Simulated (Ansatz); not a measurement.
**Energy profile**

The step: BHSF₂ ([F][B]([F])[SH]) + H₂ → BHF₂ ([F][BH][F]) + H₂S; bonds formed: B1–H6, S2–H5; bonds broken: B1–S2, H5–H6 (atoms numbered as in the saddle structure below).

```csv
atom,x (Å),y (Å),z (Å)
B1,-0.6033,-0.2147,-0.0325
S2,1.1849,0.3554,-0.8859
F3,-1.1892,-1.1257,-0.8194
F4,-1.2938,0.8465,0.4057
H5,0.7312,-0.4881,0.4499
H6,-0.0874,-0.8496,1.0308
H7,1.2575,1.4763,-0.1486
```

Electronic energies by CCSD(T) at an estimated basis limit (MP2 extrapolated from triple and quadruple zeta, plus CCSD(T) − MP2 in triple zeta), on PBE0-D4/def2-TZVP structures; BH₃SF₂, closed shell; no counterpoise correction. Ansatz 0.2.0; basis: def2-TZVPP and def2-QZVPP; cores frozen in the correlated methods. Extrapolation: Hartree–Fock as exp(−7.88 √X), correlation as X^−2.97.

(1) Give the profile in eV, counted from the separated reactants. (An estimate is asked for; the value comes from the calculation.)

No T1 diagnostic of these runs exceeds 0.014. The end structure is not quite a true minimum (one mode of 32i cm⁻¹).

Answers

(1) By the calculation:
```tsv
point	eV
separated: BHSF₂ (linked as [F][B]([F])[SH]; B1, S2, F3, F4, H7; singlet) + H₂ (H5, H6; singlet)	0.000
start structure	-0.028
saddle	1.789
end structure	0.275
separated: BHF₂ (linked as [F][BH][F]; B1, F3, F4, H6; singlet) + H₂S (S2, H5, H7; singlet)	0.373
```

For scale, one of the runs: CCSD(T)/def2-TZVPP, 177 basis functions (an equivalent command: `ansatz run in.yaml --threads 2`). Hardware: 2 CPU threads, shared host. Wall time 52 s; peak host memory 1.7 GiB.
